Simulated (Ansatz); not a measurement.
The inner images of a band of AlF2H2N + H2 (8 atoms, charge 0, multiplicity 1) are given out of order.

These are results of UKS revPBE/6-31G* (Ansatz 0.2.0), not measurements.

Image 0:

```xyz
8
Properties=species:S:1:pos:R:3
Al 0.526 -1.168 -0.188
N 0.898 0.560 -0.380
F -0.191 -2.027 -1.426
F 0.892 -1.966 1.231
H -1.742 1.119 0.686
H -2.427 1.245 0.963
H 0.705 1.101 -1.221
H 1.339 1.137 0.335
```

Image 8:

```xyz
8
Properties=species:S:1:pos:R:3
Al -0.477 -0.938 0.216
N 0.396 0.914 -0.183
F -0.388 -1.572 -1.350
F 0.694 -1.512 1.295
H -0.204 1.717 0.042
H -1.927 -0.579 0.801
H 0.640 0.966 -1.181
H 1.265 1.004 0.359
```

Problem. Put them in order from the first end to the last, with their energies above the first end.
A.
```xyz
8
Properties=species:S:1:pos:R:3
Al 0.357 -0.936 -0.124
N 1.034 0.678 -0.437
F -0.495 -1.750 -1.307
F 0.589 -1.688 1.347
H -1.715 0.848 0.681
H -2.306 0.460 0.930
H 0.951 1.177 -1.322
H 1.585 1.212 0.232
```
B.
```xyz
8
Properties=species:S:1:pos:R:3
Al 0.442 -1.058 -0.156
N 0.982 0.616 -0.415
F -0.354 -1.893 -1.362
F 0.730 -1.832 1.294
H -1.728 0.984 0.683
H -2.413 0.877 0.965
H 0.854 1.135 -1.282
H 1.488 1.171 0.273
```
C.
```xyz
8
Properties=species:S:1:pos:R:3
Al 0.251 -0.862 -0.083
N 0.922 0.759 -0.394
F -0.578 -1.690 -1.273
F 0.504 -1.629 1.379
H -1.469 0.697 0.583
H -1.995 0.206 0.809
H 0.864 1.241 -1.289
H 1.499 1.277 0.267
```
D.
```xyz
8
Properties=species:S:1:pos:R:3
Al -0.096 -0.894 0.060
N 0.544 0.869 -0.242
F -0.552 -1.751 -1.301
F 0.543 -1.689 1.384
H -0.801 0.778 0.309
H -1.505 0.127 0.611
H 0.617 1.263 -1.186
H 1.250 1.298 0.366
```
E.
```xyz
8
Properties=species:S:1:pos:R:3
Al -0.291 -0.964 0.141
N 0.479 0.884 -0.216
F -0.504 -1.763 -1.322
F 0.592 -1.701 1.366
H -0.490 1.082 0.175
H -1.585 -0.067 0.648
H 0.583 1.247 -1.173
H 1.216 1.282 0.380
```
F.
```xyz
8
Properties=species:S:1:pos:R:3
Al 0.126 -0.851 -0.032
N 0.740 0.816 -0.321
F -0.590 -1.715 -1.270
F 0.493 -1.654 1.387
H -1.149 0.662 0.453
H -1.692 0.158 0.686
H 0.719 1.274 -1.230
H 1.353 1.309 0.326
```
G.
```xyz
8
Properties=species:S:1:pos:R:3
Al -0.400 -0.975 0.186
N 0.439 0.896 -0.200
F -0.438 -1.716 -1.330
F 0.645 -1.655 1.323
H -0.363 1.457 0.115
H -1.763 -0.311 0.727
H 0.625 1.134 -1.182
H 1.255 1.169 0.362
```

Solution. B (+0.1 kcal/mol), A (+0.2 kcal/mol), C (+1.0 kcal/mol), F (+5.2 kcal/mol), D (+15.5 kcal/mol), E (-5.9 kcal/mol), G (-16.0 kcal/mol).

The run took 80 s on 2 threads of Intel(R) Xeon(R) 6975P-C (Granite Rapids) (shared host), peak memory 0.17 GiB.
